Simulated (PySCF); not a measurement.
C3H9FSi2 (SMILES C[SiH2]/C=C/[SiH2]F), singlet, at a GFN2-xTB geometry; DF-HF/pcseg-1 (PySCF).

Input for PySCF:
```python
from pyscf import gto, scf

mol = gto.Mole()
mol.atom = '''
    Si    2.272080    0.025208    0.599954
    F     3.277379    0.916768   -0.294346
    C     0.610469    0.067011   -0.271494
    C    -0.508881   -0.505801    0.170090
    Si   -2.181690   -0.457153   -0.700404
    C    -3.461751    0.277506    0.495763
    H     2.258960    0.678993    1.902488
    H     2.877183   -1.300286    0.627331
    H     0.567121    0.605237   -1.212814
    H    -0.462707   -1.044209    1.111524
    H    -2.571381   -1.829061   -1.058450
    H    -2.084005    0.366580   -1.910980
    H    -3.199184    1.291044    0.786403
    H    -3.539909   -0.314601    1.403434
    H    -4.446970    0.310333    0.040327
'''
mol.basis = 'pcseg-1'
mol.charge = 0
mol.spin = 0
mol.verbose = 4
mol.max_memory = 1800
mol.build()

mf = scf.RHF(mol)
mf = mf.density_fit(auxbasis='def2-universal-jkfit')
mf.kernel()
```

It wrote (shortened):

```
PySCF version 2.14.0

[INPUT] verbose = 4
[INPUT] num. atoms = 15
[INPUT] num. electrons = 64
[INPUT] charge = 0
[INPUT] spin (= nelec alpha-beta = 2S) = 0
[INPUT] symmetry False subgroup None
[INPUT] Mole.unit = angstrom
[INPUT] Symbol           X                Y                Z      unit          X                Y                Z       unit  Magmom
[INPUT]  1 Si     2.272080000000   0.025208000000   0.599954000000 AA    4.293608933102   0.047636216148   1.133748747337 Bohr   0.0
[INPUT]  2 F      3.277379000000   0.916768000000  -0.294346000000 AA    6.193348716401   1.732440439765  -0.556233325861 Bohr   0.0
[INPUT]  3 C      0.610469000000   0.067011000000  -0.271494000000 AA    1.153619217537   0.126632437333  -0.513049304463 Bohr   0.0
[INPUT]  4 C     -0.508881000000  -0.505801000000   0.170090000000 AA   -0.961645719995  -0.955825363531   0.321423516527 Bohr   0.0
[INPUT]  5 Si    -2.181690000000  -0.457153000000  -0.700404000000 AA   -4.122796588702  -0.863893967023  -1.323571736550 Bohr   0.0
[INPUT]  6 C     -3.461751000000   0.277506000000   0.495763000000 AA   -6.541761301439   0.524410337924   0.936856292693 Bohr   0.0
[INPUT]  7 H      2.258960000000   0.678993000000   1.902488000000 AA    4.268815726347   1.283110810497   3.595181275272 Bohr   0.0
[INPUT]  8 H      2.877183000000  -1.300286000000   0.627331000000 AA    5.437087880254  -2.457184423606   1.185483779450 Bohr   0.0
[INPUT]  9 H      0.567121000000   0.605237000000  -1.212814000000 AA    1.071703369489   1.143732170453  -2.291886300038 Bohr   0.0
[INPUT] 10 H     -0.462707000000  -1.044209000000   1.111524000000 AA   -0.874389505919  -1.973269026806   2.100475940881 Bohr   0.0
[INPUT] 11 H     -2.571381000000  -1.829061000000  -1.058450000000 AA   -4.859205851910  -3.456424355123  -2.000180616546 Bohr   0.0
[INPUT] 12 H     -2.084005000000   0.366580000000  -1.910980000000 AA   -3.938198692224   0.692735802743  -3.611228829521 Bohr   0.0
[INPUT] 13 H     -3.199184000000   1.291044000000   0.786403000000 AA   -6.045581582091   2.439719574763   1.486086293536 Bohr   0.0
[INPUT] 14 H     -3.539909000000  -0.314601000000   1.403434000000 AA   -6.689458515883  -0.594509728514   2.652105893903 Bohr   0.0
[INPUT] 15 H     -4.446970000000   0.310333000000   0.040327000000 AA   -8.403555384157   0.586444377415   0.076206985425 Bohr   0.0

nuclear repulsion = 331.755974986984
number of shells = 36
number of NR pGTOs = 251
number of NR cGTOs = 137
basis = pcseg-1
ecp = {}

******** <class 'pyscf.df.df_jk.DFRHF'> ********
method = DFRHF
initial guess = minao
damping factor = 0
level_shift factor = 0
DIIS = <class 'pyscf.scf.diis.CDIIS'>
diis_start_cycle = 1
diis_space = 8
diis_damp = 0
SCF conv_tol = 1e-09
SCF conv_tol_grad = None
SCF max_cycles = 50
direct_scf = False
Set gradient conv threshold to 3.16228e-05
Initial guess from minao.
******** <class 'pyscf.df.df.DF'> ********
auxbasis = def2-universal-jkfit
init E= -796.431235430646
  HOMO = -0.273603763981471  LUMO = 0.00746003260347372  gap/eV = 7.64814
cycle= 1 E= -795.998585981718  delta_E= 0.433  |g|= 0.536  |ddm|= 3.57
  HOMO = -0.415499242517606  LUMO = 0.0646788310230551  gap/eV = 13.06631
cycle= 2 E= -796.074928251515  delta_E= -0.0763  |g|= 0.277  |ddm|= 0.76
  HOMO = -0.38991334159802  LUMO = 0.0898283859962645  gap/eV = 13.05444
cycle= 3 E= -796.088809978017  delta_E= -0.0139  |g|= 0.0696  |ddm|= 0.238
  HOMO = -0.385223800434486  LUMO = 0.0968802137107336  gap/eV = 13.11872
cycle= 4 E= -796.090417670783  delta_E= -0.00161  |g|= 0.00846  |ddm|= 0.111
  HOMO = -0.387248312395072  LUMO = 0.0951044130338605  gap/eV = 13.12549
cycle= 5 E= -796.090454994703  delta_E= -3.73e-05  |g|= 0.00212  |ddm|= 0.0191
  HOMO = -0.386751684879334  LUMO = 0.0953951282874947  gap/eV = 13.11988
cycle= 6 E= -796.090457796284  delta_E= -2.8e-06  |g|= 0.000916  |ddm|= 0.00486
  HOMO = -0.386830655995876  LUMO = 0.0953263551980434  gap/eV = 13.12016
cycle= 7 E= -796.09045814355  delta_E= -3.47e-07  |g|= 0.000219  |ddm|= 0.00155
  HOMO = -0.386810138682581  LUMO = 0.0953300521677467  gap/eV = 13.11970
cycle= 8 E= -796.090458181196  delta_E= -3.76e-08  |g|= 9.37e-05  |ddm|= 0.000569
  HOMO = -0.386791858746204  LUMO = 0.0953392787126681  gap/eV = 13.11946
cycle= 9 E= -796.090458185221  delta_E= -4.02e-09  |g|= 2.87e-05  |ddm|= 0.00018
  HOMO = -0.386794635936466  LUMO = 0.095336517058338  gap/eV = 13.11946
cycle= 10 E= -796.090458185977  delta_E= -7.56e-10  |g|= 1.17e-05  |ddm|= 8.71e-05
  HOMO = -0.386794339731984  LUMO = 0.0953367783428805  gap/eV = 13.11946
Extra cycle  E= -796.090458186059  delta_E= -8.19e-11  |g|= 5.16e-06  |ddm|= 2.43e-05
converged SCF energy = -796.090458186059
```
